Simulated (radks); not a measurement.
Coulomb parameter of the 4d shell of the rhodium ion Rh2+ in the model configuration [Kr] 4d6 5p1, as a second difference U = [E(n + 1) + E(n - 1) - 2 E(n)] / (1)^2 with all orbitals relaxed. "Bare": the charge of the atom changes with n. "Screened": the 5p shell takes up the change at fixed total charge, which measures U(4d,4d) + U(5p,5p) - 2 U(4d,5p). Method: scalar-relativistic Kohn-Sham, r2SCAN, spin-unpolarised, spherical densities, finite nucleus; meta-GGA in the generalised Kohn-Sham scheme; Fermi nuclear charge, rms radius 4.4945 fm; computed with a radial shooting solver on a logarithmic mesh with Libxc functionals.

| case | configuration | E - E(n) (eV) |
|---|---|---|
| start | [Kr] 4d6 5p1 | 0.000 |
| bare +1 | [Kr] 4d7 5p1 | -24.353 |
| bare -1 | [Kr] 4d5 5p1 | 37.654 |
| screened +1 | [Kr] 4d7 | -14.063 |
| screened -1 | [Kr] 4d5 5p2 | 16.905 |

U(bare) = 13.301 eV, U(screened by 5p) = 2.842 eV, against the Slater integral F0(4d,4d) = 17.837 eV with frozen orbitals.
